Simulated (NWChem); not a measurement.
Atomisation of C2H2F

SMILES: [CH]=CF
```xyz
5

C     -0.8935    -0.9140     0.0000
C      0.2926    -0.3330     0.0000
F      0.4806     1.0098     0.0000
H     -1.9696    -0.7205     0.0000
H      1.2499    -0.8861     0.0000
```
Charge 0, spin multiplicity 2.

Everything below was run with NWChem. All single points use one geometry, from UPBE/def2-SVP, a minimum by its harmonic frequencies.

Basis set: def2-TZVP. The atomisation energy is electronic alone: no zero-point, thermal, spin-orbit or counterpoise terms. No value is extrapolated to the basis-set limit. Free atoms are single determinants with multiplicities C 3, F 2, H 2.

B3LYP has NWChem's definition, with VWN1-RPA local correlation. The structure started from a generated list of species. The unpaired electrons of the parent sit in orbitals of symmetry a' (Cs labels of the run); other states weren't searched. No SCF solution was tested for a lower state.

Task: One of these methods gave an atomisation energy of 532.1 kcal/mol. Which?
(A) PBE0
(B) B3LYP
(C) LDA (SVWN5)
(D) PBE

Result: C, LDA (SVWN5). The others give 471.3 (PBE), 455.6 (PBE0), 450.4 (B3LYP).
